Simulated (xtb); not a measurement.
HF$_{5}$OW, charge -1, doublet, at a GFN2-xTB geometry (such geometries of metal compounds can be far from the true shape) (the multiplicity is a formal guess). Base run: GFN0-xTB in xtb.

The xtb input:
```
$ xtb mol.xyz --gfn 0 --chrg -1 --uhf 1 --json

# file mol.xyz
8

W      0.00505346    -0.01037942     0.00239988
F     -0.80375424     1.65085138    -0.38170169
F      1.53224584     0.98657810     0.83391000
F      0.91685744     0.08254296    -1.78019062
F     -0.95289235    -0.00852994     1.76307770
F     -1.56828075    -0.91256508    -0.85102292
O      0.78841096    -1.61933741     0.37441518
H      1.20117308    -2.46712009     0.57043530
```

Each row names what was changed in the base input (with any setting that the change needs).

```csv
change,ΔE vs base (mEh)
base,0.000
file = coord,0.000
acc = 30,0.000
```
